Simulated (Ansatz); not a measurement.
Ansatz (a quantum-chemistry and plane-wave program) input (B3LYP/6-31G*):

Ansatz 0.2 input:
```yaml
crystal:
  periodic: [false, false, false]
  atoms:
    - {symbol: N, position_ang: [1.55868496, 0.33511736, -0.73526969]}
    - {symbol: Si, position_ang: [0.00937997, 0.01053001, -0.01143012]}
    - {symbol: F, position_ang: [-0.50360578, -1.45028698, -0.37678728]}
    - {symbol: F, position_ang: [0.07084220, 0.15312212, 1.57176804]}
    - {symbol: F, position_ang: [-1.04956415, 1.05419648, -0.55804842]}
    - {symbol: H, position_ang: [2.29883520, -0.30652623, -0.42548153]}
basis:
  gaussian:
    orbitals: 6-31G*
hamiltonian:
  xc: {name: B3LYP}
magnetization: {spin_polarized: true, initial_magnetization: 1}
phonons: {temperatures: {t_min: 298.15, t_max: 298.15, t_step: 100}}
```

Output:

```
Functional definition: B3LYP
integrals: 0.03 GiB planned
769 factors; integrals over basis functions are off by at most 4.1e-4 eV
mean field: 0.45 GiB planned
mean field evaluation 1: about -17532.9042 eV, gradient 4.0e1 eV
mean field evaluation 2: about -17528.7985 eV, gradient 5.4e1 eV
mean field evaluation 4: about -17537.9203 eV, gradient 1.4e0 eV
mean field evaluation 8: about -17537.9430 eV, gradient 2.3e-2 eV
mean field evaluation 16: about -17537.2808 eV, gradient 4.9e0 eV
mean field -17537.94298043 eV, -644.5075168859 hartree, gradient 6.4e-5 eV, S^2 0.752580; 1 other end points of the search recorded, 0 dependent functions left out
the calculation of the forces begins
reference -17537.94318630 eV, -644.5075244517 hartree; 25, 24 occupied and 56, 57 virtual orbitals, 769 factors
these checks for a lower state are left out or cut short: stability, starts, cluster_reference, orbital_swaps, neighbouring_geometries, increment
integrals: 0.03 GiB planned
769 factors; integrals over basis functions are off by at most 4.2e-4 eV
mean field: 0.45 GiB planned
mean field -17537.94291395 eV, -644.5075144430 hartree, gradient 1.8e-6 eV, S^2 0.752585; 0 other end points of the search recorded, 0 dependent functions left out
the calculation of the forces begins
reference -17537.94311980 eV, -644.5075220077 hartree; 25, 24 occupied and 56, 57 virtual orbitals, 769 factors
these checks for a lower state are left out or cut short: stability, starts, cluster_reference, orbital_swaps, neighbouring_geometries, increment
integrals: 0.03 GiB planned
769 factors; integrals over basis functions are off by at most 4.1e-4 eV
mean field: 0.45 GiB planned
mean field evaluation 32: about -17537.9429 eV, gradient 2.8e-6 eV
mean field -17537.94289829 eV, -644.5075138675 hartree, gradient 2.8e-6 eV, S^2 0.752576; 0 other end points of the search recorded, 0 dependent functions left out
the calculation of the forces begins
reference -17537.94310419 eV, -644.5075214343 hartree; 25, 24 occupied and 56, 57 virtual orbitals, 769 factors
these checks for a lower state are left out or cut short: stability, starts, cluster_reference, orbital_swaps, neighbouring_geometries, increment
integrals: 0.03 GiB planned
769 factors; integrals over basis functions are off by at most 4.1e-4 eV
mean field: 0.45 GiB planned
mean field -17537.94291395 eV, -644.5075144431 hartree, gradient 9.8e-7 eV, S^2 0.752581; 0 other end points of the search recorded, 0 dependent functions left out
the calculation of the forces begins
reference -17537.94311984 eV, -644.5075220093 hartree; 25, 24 occupied and 56, 57 virtual orbitals, 769 factors
these checks for a lower state are left out or cut short: stability, starts, cluster_reference, orbital_swaps, neighbouring_geometries, increment
integrals: 0.03 GiB planned
769 factors; integrals over basis functions are off by at most 4.2e-4 eV
mean field: 0.45 GiB planned
mean field -17537.94290402 eV, -644.5075140780 hartree, gradient 1.2e-6 eV, S^2 0.752580; 0 other end points of the search recorded, 0 dependent functions left out
the calculation of the forces begins
reference -17537.94310988 eV, -644.5075216433 hartree; 25, 24 occupied and 56, 57 virtual orbitals, 769 factors
these checks for a lower state are left out or cut short: stability, starts, cluster_reference, orbital_swaps, neighbouring_geometries, increment
integrals: 0.03 GiB planned
769 factors; integrals over basis functions are off by at most 4.1e-4 eV
mean field: 0.45 GiB planned
mean field -17537.94281410 eV, -644.5075107737 hartree, gradient 2.1e-6 eV, S^2 0.752578; 0 other end points of the search recorded, 0 dependent functions left out
the calculation of the forces begins
reference -17537.94302000 eV, -644.5075183403 hartree; 25, 24 occupied and 56, 57 virtual orbitals, 769 factors
these checks for a lower state are left out or cut short: stability, starts, cluster_reference, orbital_swaps, neighbouring_geometries, increment
integrals: 0.03 GiB planned
769 factors; integrals over basis functions are off by at most 4.1e-4 eV
mean field: 0.45 GiB planned
mean field -17537.94280329 eV, -644.5075103762 hartree, gradient 1.5e-6 eV, S^2 0.752582; 0 other end points of the search recorded, 0 dependent functions left out
the calculation of the forces begins
reference -17537.94300914 eV, -644.5075179410 hartree; 25, 24 occupied and 56, 57 virtual orbitals, 769 factors
these checks for a lower state are left out or cut short: stability, starts, cluster_reference, orbital_swaps, neighbouring_geometries, increment
integrals: 0.03 GiB planned
769 factors; integrals over basis functions are off by at most 4.1e-4 eV
mean field: 0.45 GiB planned
mean field evaluation 64: about -17537.9428 eV, gradient 2.7e-6 eV
[...]
mean field: 0.45 GiB planned
mean field -17537.94296278 eV, -644.5075162376 hartree, gradient 1.2e-6 eV, S^2 0.752581; 0 other end points of the search recorded, 0 dependent functions left out
the calculation of the forces begins
reference -17537.94316865 eV, -644.5075238029 hartree; 25, 24 occupied and 56, 57 virtual orbitals, 769 factors
these checks for a lower state are left out or cut short: stability, starts, cluster_reference, orbital_swaps, neighbouring_geometries, increment
integrals: 0.03 GiB planned
769 factors; integrals over basis functions are off by at most 4.1e-4 eV
mean field: 0.45 GiB planned
mean field -17537.94288206 eV, -644.5075132712 hartree, gradient 1.2e-6 eV, S^2 0.752580; 0 other end points of the search recorded, 0 dependent functions left out
the calculation of the forces begins
reference -17537.94308792 eV, -644.5075208363 hartree; 25, 24 occupied and 56, 57 virtual orbitals, 769 factors
these checks for a lower state are left out or cut short: stability, starts, cluster_reference, orbital_swaps, neighbouring_geometries, increment
integrals: 0.03 GiB planned
769 factors; integrals over basis functions are off by at most 4.1e-4 eV
mean field: 0.45 GiB planned
mean field -17537.94287384 eV, -644.5075129689 hartree, gradient 8.7e-7 eV, S^2 0.752581; 0 other end points of the search recorded, 0 dependent functions left out
the calculation of the forces begins
reference -17537.94307973 eV, -644.5075205353 hartree; 25, 24 occupied and 56, 57 virtual orbitals, 769 factors
these checks for a lower state are left out or cut short: stability, starts, cluster_reference, orbital_swaps, neighbouring_geometries, increment
integrals: 0.03 GiB planned
769 factors; integrals over basis functions are off by at most 4.1e-4 eV
mean field: 0.45 GiB planned
mean field evaluation 96: about -17537.9279 eV, gradient 7.3e-2 eV
mean field -17537.94297297 eV, -644.5075166119 hartree, gradient 8.4e-7 eV, S^2 0.752580; 0 other end points of the search recorded, 0 dependent functions left out
the calculation of the forces begins
reference -17537.94317885 eV, -644.5075241779 hartree; 25, 24 occupied and 56, 57 virtual orbitals, 769 factors
these checks for a lower state are left out or cut short: stability, starts, cluster_reference, orbital_swaps, neighbouring_geometries, increment
integrals: 0.03 GiB planned
769 factors; integrals over basis functions are off by at most 4.1e-4 eV
mean field: 0.45 GiB planned
mean field -17537.94295877 eV, -644.5075160899 hartree, gradient 1.1e-6 eV, S^2 0.752581; 0 other end points of the search recorded, 0 dependent functions left out
the calculation of the forces begins
reference -17537.94316463 eV, -644.5075236554 hartree; 25, 24 occupied and 56, 57 virtual orbitals, 769 factors
these checks for a lower state are left out or cut short: stability, starts, cluster_reference, orbital_swaps, neighbouring_geometries, increment
integrals: 0.03 GiB planned
769 factors; integrals over basis functions are off by at most 4.1e-4 eV
mean field: 0.45 GiB planned
mean field -17537.94290218 eV, -644.5075140103 hartree, gradient 8.6e-7 eV, S^2 0.752580; 0 other end points of the search recorded, 0 dependent functions left out
the calculation of the forces begins
reference -17537.94310807 eV, -644.5075215766 hartree; 25, 24 occupied and 56, 57 virtual orbitals, 769 factors
these checks for a lower state are left out or cut short: stability, starts, cluster_reference, orbital_swaps, neighbouring_geometries, increment
integrals: 0.03 GiB planned
769 factors; integrals over basis functions are off by at most 4.1e-4 eV
mean field: 0.45 GiB planned
mean field -17537.94291718 eV, -644.5075145615 hartree, gradient 9.1e-7 eV, S^2 0.752580; 0 other end points of the search recorded, 0 dependent functions left out
the calculation of the forces begins
reference -17537.94312303 eV, -644.5075221267 hartree; 25, 24 occupied and 56, 57 virtual orbitals, 769 factors
these checks for a lower state are left out or cut short: stability, starts, cluster_reference, orbital_swaps, neighbouring_geometries, increment
integrals: 0.03 GiB planned
769 factors; integrals over basis functions are off by at most 4.1e-4 eV
mean field: 0.45 GiB planned
mean field -17537.94294436 eV, -644.5075155607 hartree, gradient 2.1e-6 eV, S^2 0.752580; 0 other end points of the search recorded, 0 dependent functions left out
the calculation of the forces begins
reference -17537.94315025 eV, -644.5075231267 hartree; 25, 24 occupied and 56, 57 virtual orbitals, 769 factors
these checks for a lower state are left out or cut short: stability, starts, cluster_reference, orbital_swaps, neighbouring_geometries, increment
integrals: 0.03 GiB planned
769 factors; integrals over basis functions are off by at most 4.1e-4 eV
mean field: 0.45 GiB planned
mean field evaluation 128: about -17537.9279 eV, gradient 8.5e-2 eV
mean field -17537.94294404 eV, -644.5075155489 hartree, gradient 2.0e-6 eV, S^2 0.752581; 0 other end points of the search recorded, 0 dependent functions left out
the calculation of the forces begins
reference -17537.94314991 eV, -644.5075231144 hartree; 25, 24 occupied and 56, 57 virtual orbitals, 769 factors
these checks for a lower state are left out or cut short: stability, starts, cluster_reference, orbital_swaps, neighbouring_geometries, increment
integrals: 0.03 GiB planned
769 factors; integrals over basis functions are off by at most 4.1e-4 eV
mean field: 0.45 GiB planned
mean field -17537.94291888 eV, -644.5075146243 hartree, gradient 1.8e-6 eV, S^2 0.752577; 0 other end points of the search recorded, 0 dependent functions left out
the calculation of the forces begins
reference -17537.94312478 eV, -644.5075221910 hartree; 25, 24 occupied and 56, 57 virtual orbitals, 769 factors
these checks for a lower state are left out or cut short: stability, starts, cluster_reference, orbital_swaps, neighbouring_geometries, increment
integrals: 0.03 GiB planned
769 factors; integrals over basis functions are off by at most 4.2e-4 eV
mean field: 0.45 GiB planned
mean field -17537.94292616 eV, -644.5075148917 hartree, gradient 1.3e-6 eV, S^2 0.752583; 0 other end points of the search recorded, 0 dependent functions left out
the calculation of the forces begins
reference -17537.94313201 eV, -644.5075224565 hartree; 25, 24 occupied and 56, 57 virtual orbitals, 769 factors
these checks for a lower state are left out or cut short: stability, starts, cluster_reference, orbital_swaps, neighbouring_geometries, increment
integrals: 0.03 GiB planned
769 factors; integrals over basis functions are off by at most 4.2e-4 eV
mean field: 0.45 GiB planned
mean field -17537.94294480 eV, -644.5075155768 hartree, gradient 2.6e-6 eV, S^2 0.752584; 0 other end points of the search recorded, 0 dependent functions left out
the calculation of the forces begins
reference -17537.94315067 eV, -644.5075231422 hartree; 25, 24 occupied and 56, 57 virtual orbitals, 769 factors
these checks for a lower state are left out or cut short: stability, starts, cluster_reference, orbital_swaps, neighbouring_geometries, increment
integrals: 0.03 GiB planned
769 factors; integrals over basis functions are off by at most 4.1e-4 eV
mean field: 0.45 GiB planned
mean field -17537.94293782 eV, -644.5075153202 hartree, gradient 7.4e-7 eV, S^2 0.752577; 0 other end points of the search recorded, 0 dependent functions left out
the calculation of the forces begins
reference -17537.94314370 eV, -644.5075228862 hartree; 25, 24 occupied and 56, 57 virtual orbitals, 769 factors
WARN: phonons: modes at or below zero, which the zero-point energy, F, S and C_V leave out: 1, the lowest at -42.74 cm⁻¹ …
Total energy: -17537.94318630 eV, -644.5075244517 hartree
Atom 0 at     1.558685     0.335117    -0.735270 Å, force     0.002701     0.001998    -0.002440 eV/Å
Atom 1 at     0.009380     0.010530    -0.011430 Å, force    -0.001451     0.001899    -0.001135 eV/Å
Atom 2 at    -0.503606    -1.450287    -0.376787 Å, force    -0.000962     0.001811     0.002832 eV/Å
Atom 3 at     0.070842     0.153122     1.571768 Å, force    -0.002312    -0.001957    -0.001747 eV/Å
Atom 4 at    -1.049564     1.054196    -0.558048 Å, force     0.000094    -0.002383     0.001933 eV/Å
Atom 5 at     2.298835    -0.306526    -0.425482 Å, force     0.001930    -0.001368     0.000556 eV/Å
Dipole moment:     0.316902    -0.207195     0.077069 e Å
Vibrations: -42.74 230.88 239.67 338.05 339.17 377.79 727.75 819.57 943.97 1008.04 1032.13 3451.25 cm⁻¹, zero-point energy 0.589437 eV
```

The blocks after the first are displaced geometries, from whose forces the wavenumbers follow.
